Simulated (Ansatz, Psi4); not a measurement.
Here is a job for Ansatz (a first-principles code).
Ansatz 0.2 input:
```yaml
crystal:
  periodic: [false, false, false]
  atoms:
    - {symbol: Ag, position_ang: [-0.00000000, -0.00000000, -0.31678464]}
    - {symbol: F, position_ang: [0.00000000, 0.00000000, 1.65431980]}
basis:
  gaussian:
    orbitals: def2-SVP
hamiltonian:
  xc: pbe0
accuracy: high
```

Q: Convert this to an input for Psi4.

A: Several could match; the one computed here: 
```
memory 2 GB

molecule mol {
0 1
  Ag   -0.000000   -0.000000   -0.316785
  F     0.000000    0.000000    1.654320
}

set basis def2-svp
set reference rks
set scf_type pk
set puream true
set d_convergence 1e-8
set dft_radial_points 99
set dft_spherical_points 590

energy('pbe0')
print_variables()
```

Both were run: Ansatz gave -246.594527 Eh and Psi4 -246.594529 Eh, 0.002 mEh apart.
